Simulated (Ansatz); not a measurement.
Ansatz (a program for electronic structure) job for Mo(S)2(OH)(SH) (H2MoOS3), SMILES [OH][Mo](=[S])(=[S])[SH], multiplicity 1, PBE-D3(BJ)/def2-SVP. 

Ansatz 0.2 input:
```yaml
crystal:
  periodic: [false, false, false]
  atoms:
    - {symbol: Mo, position_ang: [0.06086013, 0.07950777, -0.19639368]}
    - {symbol: S, position_ang: [0.32174446, 1.85349048, 0.92971687]}
    - {symbol: S, position_ang: [1.56695191, -1.33613145, 0.24394650]}
    - {symbol: O, position_ang: [-0.00026700, 0.50473554, -2.01632761]}
    - {symbol: H, position_ang: [0.29390680, -0.11057474, -2.70523154]}
    - {symbol: S, position_ang: [-1.90116946, -0.98095462, 0.48540329]}
    - {symbol: H, position_ang: [-2.64832661, 0.15089307, 0.53932042]}
basis:
  gaussian:
    orbitals: def2-SVP
hamiltonian:
  xc: pbe
  dispersion: d3bj
relax: {f_tol: 0.002, max_steps: 200}
```

Program output:

```
WARN ansatz: RAYON_NUM_THREADS=1 ignored (pool sized by the plan → 1); use --threads N
Functional definition: PBE
integrals: 0.06 GiB planned
1177 factors; their error is unknown
mean field: 0.32 GiB planned
mean field evaluation 1: about -36412.6675 eV, gradient 5.9e1 eV
mean field evaluation 2: about -36310.4166 eV, gradient 1.9e2 eV
mean field evaluation 4: about -36406.3053 eV, gradient 7.8e1 eV
mean field evaluation 8: about -36419.6710 eV, gradient 2.4e0 eV
mean field evaluation 16: about -36419.6228 eV, gradient 1.0e-2 eV
mean field -36419.62276039 eV, -1338.3964503374 hartree, gradient 5.9e-5 eV, S^2 0.000000; 0 other end points of the search recorded, 0 dependent functions left out
the calculation of the forces begins
reference -36419.62282756 eV, -1338.3964528059 hartree; 36, 36 occupied and 73, 73 virtual orbitals, 1177 factors
relax step   1: F+E_penalty+E_count = -36419.92193310 eV  Δ(F+E_penalty+E_count) = +0.000e0 eV  max|allowed force component| = 3.493e-1 eV/Å  Δτ_max = 0.0000 Å  (33 SCF iters, accepted)
these checks for a lower state are left out or cut short: starts, cluster_reference, orbital_swaps, neighbouring_geometries, increment
integrals: 0.06 GiB planned
1177 factors; their error is unknown
mean field: 0.32 GiB planned
mean field -36419.62935387 eV, -1338.3966926431 hartree, gradient 2.0e-5 eV, S^2 0.000000; 0 other end points of the search recorded, 0 dependent functions left out
the calculation of the forces begins
reference -36419.62942109 eV, -1338.3966951135 hartree; 36, 36 occupied and 73, 73 virtual orbitals, 1177 factors
relax step   2: F+E_penalty+E_count = -36419.92768596 eV  Δ(F+E_penalty+E_count) = -5.753e-3 eV  max|allowed force component| = 1.694e-1 eV/Å  Δτ_max = 0.0192 Å  (34 SCF iters, accepted)
these checks for a lower state are left out or cut short: starts, cluster_reference, orbital_swaps, neighbouring_geometries, increment
integrals: 0.06 GiB planned
1177 factors; their error is unknown
mean field: 0.32 GiB planned
mean field evaluation 32: about -36419.6310 eV, gradient 1.2e-1 eV
mean field -36419.63106147 eV, -1338.3967553966 hartree, gradient 2.0e-5 eV, S^2 0.000000; 0 other end points of the search recorded, 0 dependent functions left out
the calculation of the forces begins
reference -36419.63112866 eV, -1338.3967578656 hartree; 36, 36 occupied and 73, 73 virtual orbitals, 1177 factors
relax step   3: F+E_penalty+E_count = -36419.92939160 eV  Δ(F+E_penalty+E_count) = -1.706e-3 eV  max|allowed force component| = 5.099e-2 eV/Å  Δτ_max = 0.0206 Å  (36 SCF iters, accepted)
these checks for a lower state are left out or cut short: starts, cluster_reference, orbital_swaps, neighbouring_geometries, increment
integrals: 0.06 GiB planned
1177 factors; their error is unknown
mean field: 0.32 GiB planned
mean field -36419.63118055 eV, -1338.3967597724 hartree, gradient 2.0e-5 eV, S^2 0.000000; 0 other end points of the search recorded, 0 dependent functions left out
the calculation of the forces begins
reference -36419.63124774 eV, -1338.3967622416 hartree; 36, 36 occupied and 73, 73 virtual orbitals, 1177 factors
relax step   4: F+E_penalty+E_count = -36419.92976301 eV  Δ(F+E_penalty+E_count) = -3.714e-4 eV  max|allowed force component| = 3.408e-2 eV/Å  Δτ_max = 0.0062 Å  (37 SCF iters, accepted)
these checks for a lower state are left out or cut short: starts, cluster_reference, orbital_swaps, neighbouring_geometries, increment
integrals: 0.06 GiB planned
1177 factors; their error is unknown
mean field: 0.32 GiB planned
mean field -36419.63133098 eV, -1338.3967653007 hartree, gradient 2.0e-5 eV, S^2 0.000000; 0 other end points of the search recorded, 0 dependent functions left out
the calculation of the forces begins
reference -36419.63139818 eV, -1338.3967677702 hartree; 36, 36 occupied and 73, 73 virtual orbitals, 1177 factors
relax step   5: F+E_penalty+E_count = -36419.93009726 eV  Δ(F+E_penalty+E_count) = -3.342e-4 eV  max|allowed force component| = 3.142e-2 eV/Å  Δτ_max = 0.0117 Å  (36 SCF iters, accepted)
these checks for a lower state are left out or cut short: starts, cluster_reference, orbital_swaps, neighbouring_geometries, increment
integrals: 0.06 GiB planned
1177 factors; their error is unknown
mean field: 0.32 GiB planned
mean field -36419.63142871 eV, -1338.3967688922 hartree, gradient 2.0e-5 eV, S^2 0.000000; 0 other end points of the search recorded, 0 dependent functions left out
the calculation of the forces begins
reference -36419.63149591 eV, -1338.3967713619 hartree; 36, 36 occupied and 73, 73 virtual orbitals, 1177 factors
relax step   6: F+E_penalty+E_count = -36419.93023976 eV  Δ(F+E_penalty+E_count) = -1.425e-4 eV  max|allowed force component| = 1.007e-2 eV/Å  Δτ_max = 0.0105 Å  (36 SCF iters, accepted)
these checks for a lower state are left out or cut short: starts, cluster_reference, orbital_swaps, neighbouring_geometries, increment
integrals: 0.06 GiB planned
1177 factors; their error is unknown
mean field: 0.32 GiB planned
mean field -36419.63147300 eV, -1338.3967705199 hartree, gradient 1.5e-5 eV, S^2 0.000000; 0 other end points of the search recorded, 0 dependent functions left out
the calculation of the forces begins
reference -36419.63154020 eV, -1338.3967729896 hartree; 36, 36 occupied and 73, 73 virtual orbitals, 1177 factors
relax step   7: F+E_penalty+E_count = -36419.93024931 eV  Δ(F+E_penalty+E_count) = -9.552e-6 eV  max|allowed force component| = 1.241e-3 eV/Å  Δτ_max = 0.0015 Å  (26 SCF iters, accepted)
integrals: 0.06 GiB planned
1177 factors; their error is unknown
mean field: 0.32 GiB planned
mean field evaluation 64: about -36419.6967 eV, gradient 1.2e-1 eV
mean field -36419.63147300 eV, -1338.3967705199 hartree, gradient 1.5e-5 eV, S^2 0.000000; 1 other end points of the search recorded, 0 dependent functions left out
the calculation of the forces begins
reference -36419.63154020 eV, -1338.3967729896 hartree; 36, 36 occupied and 73, 73 virtual orbitals, 1177 factors
Total energy: -36419.93031652 eV, -1338.4077528167 hartree
Atom 0 at     0.055190     0.081349    -0.197870 Å, force     0.000568     0.000576     0.001241 eV/Å
Atom 1 at     0.319077     1.862292     0.937328 Å, force    -0.000174    -0.000215    -0.000193 eV/Å
Atom 2 at     1.571842    -1.341404     0.234292 Å, force     0.000179    -0.000047    -0.000231 eV/Å
Atom 3 at     0.000666     0.523025    -2.021708 Å, force     0.000435     0.000021    -0.000941 eV/Å
Atom 4 at     0.290071    -0.133084    -2.687231 Å, force    -0.000234    -0.000049    -0.000053 eV/Å
Atom 5 at    -1.898239    -0.987749     0.478996 Å, force    -0.000564    -0.000495    -0.000037 eV/Å
Atom 6 at    -2.644907     0.156537     0.536627 Å, force    -0.000211     0.000208     0.000214 eV/Å
Dipole moment:    -0.211299    -0.118417    -0.395964 e Å
```

Self-consistency was reached.

Cost: roughly 30 core-seconds.
